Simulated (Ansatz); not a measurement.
The same path of AlCl$_{3}$FH (6 atoms, charge 0, multiplicity 1) was run 3 times with different band settings. Lost on the way: H5–Cl6. Made: F2–H5.

The calculation used Ansatz, UKS BLYP-D4/cc-pVDZ.

Relaxed end points:

```xyz
6
Properties=species:S:1:pos:R:3
Al -0.544 -0.395 0.273
F -1.058 1.166 -0.222
Cl -0.948 -2.029 -1.029
Cl -0.209 -0.716 2.348
H 0.975 1.499 -0.794
Cl 1.784 0.475 -0.576
```

```xyz
6
Properties=species:S:1:pos:R:3
Al -0.032 -0.552 0.221
F -0.696 1.284 -0.348
Cl -1.058 -1.908 -1.055
Cl -0.316 -0.593 2.328
H 0.210 1.535 -0.640
Cl 1.893 0.234 -0.507
```

Common settings: spring 5.0 eV/Å²; start path through a guess of the saddle point; force threshold 0.05 eV/Å; iteration limit 60; end points relaxed.

| run | movable images | climbing image | optimiser | largest step |
| --- | --- | --- | --- | --- |
| 1 | 7 | yes | quadratic models (default) | default |
| 2 | 6 | no | quadratic models (default) | default |
| 3 | 7 | yes | lbfgs | 0.5 Å |

(1) What does each run give, and how far can it be trusted?

Answers

(1) Run 1: converged after 8 iterations, highest image 0.082 eV above the first end. A vibrational analysis at the climbing image gives one clearly imaginary mode, 369i cm⁻¹: a first-order saddle point.
Run 2: converged after 8 iterations, highest image 0.082 eV above the first end. No image climbed, so the highest image needn't sit at the top of the path.
Run 3: converged after 22 iterations, highest image 0.082 eV above the first end. Another band between the same ends (7 images) ends at a top of the same energy, where a vibrational analysis finds 1 clearly imaginary mode.
The orbitals were unrestricted but ended closed-shell.
